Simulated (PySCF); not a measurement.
Some computed properties have been withheld. Give your best values.

C₅H₅O₃ (charge -1).
InChI=1S/C5H6O3/c1-7-4-2-3-8-5(4)6/h2-3,6H,1H3/p-1

Conformer (atom-mapped SMILES and torsion angles): `[CH3:1][O:2][c:3]1[cH:4][cH:5][o:6][c:7]1[O-:8]`: C1–O2–C3–C4 3°.

```json
{"property": "rotational constants A, B, C of the GFN2-xTB geometry", "level": "GFN2-xTB", "value": "?"}
{"property": "HOMO energy", "level": "PBE0/pcSseg-1", "value": "0.69 eV"}
{"property": "LUMO energy", "level": "PBE0/pcSseg-1", "value": "?"}
{"property": "13C chemical shifts (computed TMS as zero) by class", "level": "GIAO PBE0/pcSseg-1", "value": "165.9 (1 C), 120.7 (1 C), 107.2 (1 C), 104.1 (1 C), 57.8 (1 C) ppm"}
{"property": "1H chemical shifts (computed TMS as zero) by class", "level": "GIAO PBE0/pcSseg-1", "value": "5.89 (1 H), 5.69 (1 H), 3.53 (3 H) ppm"}
{"property": "isotropic shieldings of nuclei other than C and H, by class", "level": "GIAO PBE0/pcSseg-1", "value": "?"}
```

Electronic properties: PySCF, gas phase, density fitting. NMR classes are plain means over equivalent atoms (diastereotopic ones count apart unless rotation or inversion swaps them), as if these changed places fast; in this geometry the members of some classes differ. The HOMO energy is positive, so at this level the finite basis confines the outermost electrons. No diffuse functions stand in pcSseg-1, which bears on an anion's orbital energies.

Question: Give the LUMO energy.

Answer: 5.11 eV.

Question: The rotational constants A, B, C of the GFN2-xTB geometry?

Answer: 3.722, 1.868, 1.254 GHz.

Question: What are the isotropic shieldings of nuclei other than C and H, by class?

Answer: 50 (1 O), 90 (1 O), 308 (1 O) ppm.

With B = h/(8π²I), that is 505.379 GHz u Å² over I, the principal moments of inertia are 135.8, 270.5 and 403.1 u Å² (most abundant isotopes). The rotational constants make it an asymmetric top with κ = (2B − A − C)/(A − C) = -0.50, nearer the prolate limit (−1).

One conformer stands for the species.
